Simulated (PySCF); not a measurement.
# What a mistake does to a calculation on ClGe2H4N

Calculated results; nothing here was measured. They come from PySCF 2.14.0, an open-source quantum chemistry program, on an isolated molecule that a program drew, which may never have been made. The molecule is ClGe2H4N (charge 0, singlet), drawn as the SMILES string `[Cl][GeH2][N]=[GeH2]`.

Each row is a Hartree-Fock (HF) and frozen-core CCSD(T) single point in the cc-pV(D+d)Z basis, meant for a local HF minimum. Run 1 is clean. Each other run has one planted mistake out of seven kinds, and not every kind appears here: one electron removed, one electron added, multiplicity raised by two, geometry at a saddle point, minimal basis STO-3G, one bond length entered in bohr, all coordinates scaled. The reference is restricted for singlets and unrestricted otherwise, and also for a bond in bohr. Adding or removing an electron swaps singlet and doublet. Electrons count all cores. HOMO and LUMO are orbital energies over both spins, the gradient is its largest component, and the lowest frequency (negative if imaginary) is given only where the gradient is small. Bond lengths are over the 7 bonds as drawn. T1 is the CCSD diagnostic: over 0.02 (restricted) or 0.045 (unrestricted) a single reference is doubtful. Germanium has the cc-pVDZ-PP basis, with a core potential (ECP10MDF) in place of its 10 inner electrons, and its 3s, 3p and 3d shells are frozen in CCSD(T).

Geometry of the clean run:
```xyz
8
ClGe2H4N, angstrom
Cl   -0.0844   -1.1505    1.4028
Ge    0.4725   -0.6064   -0.6662
N     1.0858    1.0817   -0.7594
Ge    1.2880    2.2459    0.4291
H    -0.8117   -0.7800   -1.4664
H     1.5478   -1.6142   -1.0507
H     0.9812    2.1187    1.9154
H     1.8391    3.6064    0.0314
```

```
run,electrons,basis functions,<S^2>,HOMO (eV),LUMO (eV),gradient (hartree/bohr),lowest frequency (cm^-1),mean bond (Å),longest bond (Å),T1,HF (hartree),CCSD(T) (hartree),mistake
1,92,103,0.000,-10.31,1.03,1.6e-05,86,1.6821,2.211,0.0181,-1103.03086,-1103.58740,no fault
2,92,103,2.029,-6.93,-0.34,1.1e-01,-,1.6821,2.211,0.0144,-1102.95558,-1103.46372,multiplicity raised by two
3,91,103,0.781,-16.07,-5.91,8.5e-02,-,1.6821,2.211,0.0269,-1102.73700,-1103.24661,one electron removed
4,92,103,0.986,-8.48,0.80,1.2e-02,-,1.8757,2.878,0.0420,-1102.92924,-1103.47151,?
```

**Which mistake was planted in run 4, and what did it cost?**

The mean bond changes by a factor of 1.115 and the longest by 1.302, so the molecule wasn't scaled as a whole. A length L in bohr read as angstrom grows by (1/0.5292 - 1) L = 0.890 L. The 7 bonds together grew by 7 x 0.1936 = 1.355 Å, which gives L = 1.523 Å. That is the length of one of the Ge-H bonds, 1.523 Å in the clean geometry. So the mistake is: one bond length entered in bohr. Subtracting run 1 and multiplying by 627.51 kcal/mol a hartree, the energy moved by 63.8 kcal/mol in HF and 72.7 kcal/mol in CCSD(T).

